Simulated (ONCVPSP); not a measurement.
## Pseudopotential generation for strontium: ONCV, PBE, scalar-relativistic.

* Element: strontium
* Generator: ONCVPSP 4.0.1
* Type: optimised norm-conserving Vanderbilt (ONCV)
* Functional: PBE
* Relativity: scalar-relativistic
* Frozen core: [Ar] 3d10
* Valence charge: 10
* Reference configuration: 4s2 4p6 5s1 5p1
* Partial waves: 4s+5s: rc 1.80 bohr, ncon 4, nbas 8, qcut 8.1 1/bohr, 3 projectors, debl 1.3 Ha; 4p+5p: rc 3.00 bohr, ncon 4, nbas 7, qcut 5.6 1/bohr, 2 projectors; d scattering state at 0.11 Ha: rc 1.80 bohr, ncon 4, nbas 7, qcut 4.6 1/bohr, local
* Local potential: the d channel
* Core correction: Teter function, fcfact 3.5, rcfact 1.35

In the d channel the program set the typed energies aside and used 0.050 Ha.

(1) Estimate the cutoffs (Ha) at which the residual kinetic energy of the hardest occupied pseudo-wave falls to 1 and 0.1 mHa per electron.

(2) Does the potential have ghost states?

(3) Which valence shell sets the plane-wave cutoff?

(4) Tests: 4s2 4p6 5s2 5p0; 4s2 4p6 5s1 5p0; 4s2 4p6 5s0 5p0; 4s2 4p6 4d1 5s1 5p0. Which has the largest error in its energy relative to the reference configuration, and how large is it?

## Answers

(1) 19 Ha and 23 Ha.

(2) No bound ghost flagged; GHOST(+) flagged for s at 375.0 eV.

(3) 4s: 19 Ha for 1 mHa per electron, against 16 Ha for 5s.

(4) 4s2 4p6 4d1 5s1 5p0, with -2.4 meV (all-electron minus pseudo) on +0.03 eV.
